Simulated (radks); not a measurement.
Results of a calculation; reference values are marked as such.
The barium ion Ba2+, configuration [Xe].

Level of theory: scalar-relativistic Kohn-Sham, LDA (Slater exchange, Perdew-Wang correlation), spin-polarised, spherical densities, finite nucleus; Fermi nuclear charge, rms radius 4.8378 fm (a radial shooting solver on a logarithmic mesh with Libxc functionals).

Energy parts (eV):
total: -221185.07
kinetic: 233420.72
electron-nucleus: -534670.06
Hartree: 85258.25
exchange-correlation: -5193.99

Orbitals (lengths in bohr, moments of r in powers of bohr; <r^-3> diverges for s and p1/2; r(90%) holds 90 % of the orbital's charge):
orbital  occ.  eigenvalue (eV)  r(90%)  <r^-3>   <1/r>
1s          2        -37229.74  0.0461       -   60.64
2s          2        -5896.384   0.170       -   13.95
2p          6        -5291.843   0.157    7019   13.27
3s          2        -1254.140   0.429       -   5.035
3p          6        -1060.256   0.435    1379   4.780
3d         10        -777.7499   0.418   189.8   4.533
4s          2        -255.8509   0.970       -   2.086
4p          6        -193.2287    1.04   290.5   1.921
4d         10        -102.2505    1.21   32.06   1.655
5s          2         -46.2218    2.34       -  0.8113
5p          6         -31.0734    2.76   40.67  0.6890

The highest occupied level is 5p at -31.073 eV. Summed over all electrons, <r^2> = 43.96 bohr^2, which gives a Langevin (diamagnetic) susceptibility term of -34.8 x 10^-6 cm^3/mol. The density falls to 0.001 e/bohr^3 at r = 3.74 bohr. The electron density at the nucleus is 3.33e+05 e/bohr^3 (large components only). For comparison, the ionisation energy in NIST's Atomic Spectra Database is 35.844 eV (measured). In exact Kohn-Sham theory the highest level is minus the ionisation energy, but local and semilocal functionals leave it too shallow, through self-interaction and a potential that decays too fast; potentials with the right tail come closer.
